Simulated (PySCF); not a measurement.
One molecule, a ladder of functionals, a line

Molecule: `C#C[SiH2][SiH2]O`, C$_{2}$H$_{6}$OSi$_{2}$.

Molfile (atoms numbered from 1):
```
C2H6OSi2
     RDKit          3D

 11 10  0  0  0  0  0  0  0  0999 V2000
    1.1655    2.0881    0.9260 C   0  0  0  0  0  0  0  0  0  0  0  0
    1.1875    0.9253    0.5616 C   0  0  0  0  0  0  0  0  0  0  0  0
    1.0421   -0.8177   -0.0199 Si  0  0  0  0  0  4  0  0  0  0  0  0
   -1.2882   -0.9996   -0.2977 Si  0  0  0  0  0  4  0  0  0  0  0  0
   -1.7906    0.5060   -0.8158 O   0  0  0  0  0  0  0  0  0  0  0  0
    1.1785    3.1130    1.2538 H   0  0  0  0  0  0  0  0  0  0  0  0
    1.6276   -1.7351    1.0030 H   0  0  0  0  0  0  0  0  0  0  0  0
    1.8015   -0.9563   -1.2988 H   0  0  0  0  0  0  0  0  0  0  0  0
   -1.6946   -1.9906   -1.3330 H   0  0  0  0  0  0  0  0  0  0  0  0
   -1.9007   -1.3970    1.0103 H   0  0  0  0  0  0  0  0  0  0  0  0
   -1.2904    1.2383   -0.4352 H   0  0  0  0  0  0  0  0  0  0  0  0
  1  2  3  0
  2  3  1  0
  3  4  1  0
  4  5  1  0
  1  6  1  0
  3  7  1  0
  3  8  1  0
  4  9  1  0
  4 10  1  0
  5 11  1  0
M  END
```

GIAO shieldings (ppm, equivalent atoms averaged) in PySCF on the PBE0-D3(BJ)/def2-SVP geometry, basis pcSseg-2, gas phase, non-relativistic:

| functional | exact exchange (%) | σ(Si4) | σ(Si3) | σ(O5) |
| --- | --- | --- | --- | --- |
| BLYP | 0 | 347.3 | 412.1 | 311.6 |
| BP86 | 0 | 356.1 | 423.5 | 314.9 |
| PBE | 0 | 357.5 | 426.1 | 315.9 |
| B3LYP | 20 | 360.7 | 422.4 | 318.2 |
| PBE0 | 25 | 374.2 | 438.2 | 323.3 |
| mPW1PW91 | 25 | 373.0 | 435.9 | 322.4 |
| HF | 100 | 419.3 | 467.4 | 333.5 |

(1) Fit each shielding as a line in the percentage of exact exchange.

(2) What does the line predict for BHandHLYP (50 %), and what does the run give?

## Answers

(1) σ(Si4) = 353.7 + 0.66 x (rms 4.2 ppm); σ(Si3) = 420.7 + 0.47 x (rms 5.5 ppm); σ(O5) = 315.3 + 0.19 x (rms 2.1 ppm). The functionals also differ in their semilocal parts, which the line can't hold; Hartree–Fock has no correlation at all.

(2) σ(Si4): 386.7 predicted, 381.1 computed; σ(Si3): 444.2 predicted, 437.8 computed; σ(O5): 324.8 predicted, 325.3 computed ppm.
